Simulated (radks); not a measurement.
Values are calculated unless marked as measured or tabulated.
Question: Species: the scandium ion Sc16+. Configuration: [He] 2s2 3p1 (not the ground configuration). Level of theory: Dirac Kohn-Sham, PBEsol, spin-unpolarised, spherical densities, finite nucleus; open shells are shared between the two j in proportion to 2j + 1; Fermi nuclear charge, rms radius 3.5459 fm (a radial shooting solver on a logarithmic mesh with Libxc functionals). Some entries of the table are withheld. Estimate them.

| orbital | occ. | eigenvalue (eV) | <r> (bohr) |
|---|---|---|---|
| 1s1/2 | 2 | -5270.756 | 0.07258 |
| 2s1/2 | 2 | -1134.699 | 0.3069 |
| 2p1/2 | 0 | (1) | (2) |
| 2p3/2 | 0 | (3) | (4) |
| 3s1/2 | 0 | (5) | (6) |
| 3p1/2 | 0.333333 | (7) | 0.6904 |
| 3p3/2 | 0.666667 | (8) | 0.6933 |

Answer: 
(1) 2p1/2 eigenvalue (eV): -1088.804
(2) 2p1/2 <r> (bohr): 0.2627
(3) 2p3/2 eigenvalue (eV): -1082.310
(4) 2p3/2 <r> (bohr): 0.2647
(5) 3s1/2 eigenvalue (eV): -464.2214
(6) 3s1/2 <r> (bohr): 0.7258
(7) 3p1/2 eigenvalue (eV): -449.2532
(8) 3p3/2 eigenvalue (eV): -447.5206
